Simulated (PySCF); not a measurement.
Calculation: r2SCAN-D4/def2-TZVP run with PySCF 2.14.0. Isolated molecules, 0 K electronic values unless said otherwise. Excitations are Tamm–Dancoff values on a coarser integration grid. The basis has no diffuse functions, so Rydberg states are missing or too high.

Reference species (SMILES): `NB(N)N` (neutral, multiplicity 1).

The dipole moment is 0.15 D. The HOMO–LUMO gap is 6.30 eV, the S1 oscillator strength comes out as 0.000 and the T1 excitation (TDA) is 6.00 eV.

Changed species: `NB(N)I` (1 of 3 NH2 replaced by I; the reference has 0 of 3 NH2 replaced by I).

Question: Predict the effect on the dipole moment, HOMO–LUMO gap, S1 oscillator strength and T1 excitation (TDA).

Answer: the dipole moment increases by 3.18 D, to 3.33 D; the HOMO–LUMO gap increases by 0.15 eV, to 6.45 eV; the S1 oscillator strength hardly moves; the T1 excitation (TDA) stays essentially unchanged.
